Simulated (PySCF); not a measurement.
Cl₂H₂O₂Zr, SMILES [OH][Zr]([OH])([Cl])[Cl], multiplicity 1.

Coordinates come from a B3LYP-D3(BJ)/def2-SVP optimisation. The multiplicity is an assumed one; no other spin state was optimised. The structure was generated by enumeration; whether it is a known compound was not checked. The def2 effective core potentials stand for the cores of Zr; spin–orbit coupling is left out. One conformer was computed; it need not be the lowest.

All values below come from B3LYP-D3(BJ)/def2-SVP (PySCF).

Frequencies are harmonic and unscaled.

Task: Estimate the vibrational spectrum. (The exact figures need the calculation; the answer reports its results.)

Result: 
| mode | ν (cm⁻¹) | IR (km/mol) | Raman (Å⁴/amu) | depolarisation | moving atoms (share of kinetic energy) |
|---|---|---|---|---|---|
| 1 | 98 | 1.8 | 2.2 | 0.75 | Cl 81 %, Zr 14 % |
| 2 | 129 | 0.2 | 1.4 | 0.75 | Cl 31 %, O 31 %, Zr 27 %, H 12 % |
| 3 | 137 | 0.0 | 4.2 | 0.75 | O 64 %, Cl 25 %, H 11 % |
| 4 | 147 | 8.5 | 1.6 | 0.75 | O 45 %, H 23 %, Cl 20 %, Zr 12 % |
| 5 | 175 | 2.2 | 4.2 | 0.75 | O 65 %, H 22 % |
| 6 | 248 | 154.6 | 0.3 | 0.75 | H 81 %, O 17 % |
| 7 | 311 | 0.0 | 4.4 | 0.75 | H 86 %, O 14 % |
| 8 | 338 | 237.6 | 2.2 | 0.75 | H 71 %, O 21 %, Cl 8 % |
| 9 | 344 | 150.3 | 5.3 | 0.72 | H 74 %, O 19 % |
| 10 | 382 | 95.6 | 8.1 | 0.05 | Cl 70 %, Zr 20 % |
| 11 | 410 | 214.5 | 0.9 | 0.75 | Cl 54 %, Zr 40 % |
| 12 | 749 | 126.4 | 15.3 | 0.00 | O 82 %, Zr 12 % |
| 13 | 749 | 186.8 | 0.7 | 0.75 | O 73 %, Zr 22 % |
| 14 | 3955 | 409.9 | 143.7 | 0.75 | H 94 % |
| 15 | 3959 | 280.8 | 211.6 | 0.15 | H 94 % |
